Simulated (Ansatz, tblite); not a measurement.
Cost and result up the ladder for Si₃B⁻ (4 atoms). Total charge -1; singlet. Geometry: PBE0-D4/def2-TZVPD.

```
atom   x (Å)   y (Å)   z (Å)
  B1   0.018   0.338  -0.701
 Si2   1.549   0.952   0.212
 Si3  -1.532  -0.737  -0.680
 Si4  -0.035  -0.553   1.169
```

Ansatz on 2 threads of Arm Neoverse V2 on a shared host; xTB runs through tblite on one thread. Times are rough, summed over both states, and most runs start from the orbitals of an earlier one. PBE-QIDH/def2-TZVPD serves as the yardstick here, not as an exact answer. The other state is a triplet at its own geometry.

The xTB rows come from tblite. Correlated methods freeze 16 core orbitals. In CCSD on the charge -1 triplet the largest single amplitude is 0.22, so its Hartree–Fock determinant may place the open shell otherwise than the density functionals do. The structure comes from a short search, and lower isomers may exist.

Run but left out: HF/STO-3G (singlet: restricted singlet, unstable in another Hartree–Fock run and untested here); HF/def2-TZVPD, HF/def2-TZVPPD (singlet: restricted singlet, unstable towards broken spin symmetry); MP2/def2-TZVPD, MP2/def2-TZVPPD (triplet: ⟨S²⟩ 2.25, where a pure state has 2.00).

Correlated methods converge slowly with the basis.

xTB has no spin-polarisation term.

| level | functions | triplet − singlet (eV) | difference from PBE-QIDH/def2-TZVPD (eV) | remarks |
| --- | --- | --- | --- | --- |
| GFN2-xTB | 31 | 0.77 | -0.41 | – |
| BHLYP-D4/def2-TZVPD | 166 | 1.27 | 0.09 | – |
| r2SCAN-D4/def2-TZVPD (with forces) | 166 | 0.85 | -0.33 | HOMO above zero (triplet) |
| ωB97X-V/def2-TZVPD | 166 | 1.38 | 0.19 | – |
| B2PLYP/def2-TZVPD | 166 | 1.20 | 0.02 | – |
| CCSD(T)/def2-TZVPPD | 181 | 1.18 | 0.00 | large T1 (0.059) (triplet), restricted SCF unstable (singlet), spin-contaminated (⟨S²⟩ 2.25) (triplet) |
| revPBE-D4/def2-TZVPD | 166 | 0.92 | -0.26 | HOMO above zero (triplet) |
| RPA@PBE/def2-TZVPD | 166 | 1.16 | -0.03 | – |
| GFN1-xTB | 31 | -0.44 | -1.62 | – |
| PBE-QIDH/def2-TZVPD | 166 | 1.18 | 0.00 | – |
| PBE-D4/def2-TZVPD | 166 | 0.94 | -0.24 | HOMO above zero (triplet) |
| PBE0-D4/def2-TZVPD | 166 | 1.04 | -0.14 | – |

Problem. Estimate how long each takes.

Solution. GFN1-xTB 0.007 s; GFN2-xTB 0.007 s; PBE-D4/def2-TZVPD 6 s; revPBE-D4/def2-TZVPD 6.5 s; PBE0-D4/def2-TZVPD 8.1 s; RPA@PBE/def2-TZVPD 9.5 s; B2PLYP/def2-TZVPD 12 s; BHLYP-D4/def2-TZVPD 13 s; PBE-QIDH/def2-TZVPD 14 s; r2SCAN-D4/def2-TZVPD (with forces) 14 s; ωB97X-V/def2-TZVPD 53 s; CCSD(T)/def2-TZVPPD 55 s. On shared hardware such times vary by a factor of up to 3.
